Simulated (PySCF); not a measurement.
From one molecule to another.

First species: C5H4F4S.
Atom-mapped SMILES: `[F:1][C@H:2]1[CH2:3][S:4][CH:5]=[C:6]1[C:7]([F:8])([F:9])[F:10]` (hydrogens: H11 on C2; H12, H13 on C3; H14 on C5)

Geometry (GFN2-xTB, Å), atoms numbered from 1 in this order:
```xyz
14
C5H4F4S angstrom
F     -0.4850   -1.6392    1.0787
C     -0.4999   -0.8834   -0.0816
C     -1.9030   -0.3198   -0.3027
S     -1.8657    1.4761    0.0662
C     -0.1515    1.4784    0.1880
C      0.4378    0.2847    0.0593
C      1.9110    0.0578    0.1139
F      2.3225   -0.7577   -0.8754
F      2.3249   -0.5060    1.2581
F      2.6023    1.1998   -0.0191
H     -0.1978   -1.5734   -0.8794
H     -2.6161   -0.7992    0.3650
H     -2.2310   -0.4349   -1.3335
H      0.3508    2.4163    0.3404
```

Second species: C4H5FO.
SMILES: `CC(=O)/C=C\F`

Levels: PBE0/def2-SVPD for dipole moment, HOMO energy, LUMO energy, HOMO–LUMO gap, static isotropic polarisability and electronic spatial extent ⟨r²⟩ about the centre of nuclear charge; TDDFT PBE0/def2-SVPD for lowest singlet excitation; TDA PBE0/def2-SVPD for lowest triplet excitation (Tamm–Dancoff); GFN2-xTB for rotational constant A and rotational constant C. Geometries: GFN2-xTB. All species are isolated and taken at one optimised geometry, non-relativistic unless stated; the electronic structure was computed with PySCF and density fitting.

The conformers computed, where there is a choice (atom-mapped SMILES and torsion angles):
- `[F:1][C@H:2]1[CH2:3][S:4][CH:5]=[C:6]1[C:7]([F:8])([F:9])[F:10]`: C5–C6–C7–F8 -135°
- `[CH3:1][C:2](=[O:3])/[CH:4]=[CH:5]\[F:6]`: C1–C2–C4–C5 0°

| property | column X | column Y |
| --- | --- | --- |
| dipole moment | 3.19 D | 2.88 D |
| HOMO energy | -7.07 eV | -7.58 eV |
| LUMO energy | -1.26 eV | -1.73 eV |
| HOMO–LUMO gap | 5.81 eV | 5.85 eV |
| lowest singlet excitation | 4.99 eV | 3.85 eV |
| lowest triplet excitation (Tamm–Dancoff) | 3.44 eV | 3.31 eV |
| static isotropic polarisability | 79.5 au | 53.4 au |
| electronic spatial extent ⟨r²⟩ about the centre of nuclear charge | 1593 bohr² | 590 bohr² |
| rotational constant A | 1.913 GHz | 7.392 GHz |
| rotational constant C | 0.678 GHz | 1.923 GHz |

Question: Which column belongs to which species?

Answer: Column X is the first species and column Y the second. The first has 14 atoms and 86 electrons, the second 11 and 46.

Question: How does each property change from the first species to the second?

Answer: dipole moment -0.31 D; HOMO energy -0.51 eV; LUMO energy -0.47 eV; HOMO–LUMO gap +0.04 eV; lowest singlet excitation -1.14 eV; lowest triplet excitation (Tamm–Dancoff) -0.13 eV; static isotropic polarisability -26.1 au; electronic spatial extent ⟨r²⟩ about the centre of nuclear charge -1003 bohr²; rotational constant A +5.479 GHz; rotational constant C +1.245 GHz.

On the first: The polarisability is 11.79 Å³ as a volume (1 au = 0.148185 Å³), or 0.92 au for each of the 86 electrons. A dipole of 3.19 D is allowed in C1, and pure rotational transitions are dipole-allowed.

On the second: The dipole equals about 9.6 × 10⁻³⁰ C·m (1 D = 3.33564 × 10⁻³⁰ C·m).
